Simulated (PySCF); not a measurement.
## BeI⁺ at RHF-SCS-MP2

Level: RHF-SCS-MP2. basis Be aug-cc-pVDZ, I aug-cc-pVDZ-PP with ECP28; scalar-relativistic core potentials; PySCF 2.14.

| Quantity | Value |
| --- | --- |
| state | ¹Σ⁺ (singlet), closed shell |
| bond length | 2.092 Å |
| harmonic wavenumber | 750 cm⁻¹ |
| force constant | 2.79 mdyn/Å |
| rotational constant Be | 0.4578 cm⁻¹ |
| anharmonicity ωexe | 3.72 cm⁻¹ |
| vibration–rotation constant αe | 0.00308 cm⁻¹ |
| well depth De to Be⁺ + I | 3.30 eV |
| dissociation energy D0 | 3.26 eV |

Correlated steps freeze 4 core orbitals. Correlated levels converge slowly with the basis: in double zeta they bind strong bonds too weakly, by up to about 1 eV, and carry superposition errors of some tenths. Spin–orbit coupling is left out, which matters for elements this heavy, above all for dissociation energies. For an ion De counts to the pair picked by the measured ionisation energies or electron affinities, which need not be the lowest pair at this level. Where the molecule has an RHF reference, its open-shell atoms are computed with UHF.
